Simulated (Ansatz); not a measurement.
Molecule: methylborane, CH5B, net charge 0, singlet state. SMILES: BC
Geometry from a B3LYP-D3(BJ)/def2-TZVP (Ansatz, a quantum-chemistry and plane-wave program) optimisation:
```
C
H 1 1.0911
H 1 1.0911 2 110.17
H 1 1.1043 2 105.74 3 113.82
B 1 1.5512 2 115.05 4 114.15
H 5 1.1943 1 120.91 2 -26.93
H 5 1.1943 6 118.10 1 176.57
```
Charge 0, spin multiplicity 1.

Computed values are from Ansatz. Correlated levels leave the core frozen unless marked. UHF or UKS for open shells. No spin-orbit coupling. Non-relativistic. CBS(X,Y): correlation extrapolated as X^-3; Hartree-Fock from the larger set.

atomisation energy De: 2454.1 kJ/mol at CCSD(T)/CBS(def2-TZVPPD,def2-QZVPPD)
total energy: -65.8264 Eh at CCSD(T)/CBS(def2-TZVPPD,def2-QZVPPD)
dipole moment: 0.60 D at CCSD(T)/aug-cc-pVDZ
T1 diagnostic: 0.009 at CCSD/def2-QZVPPD
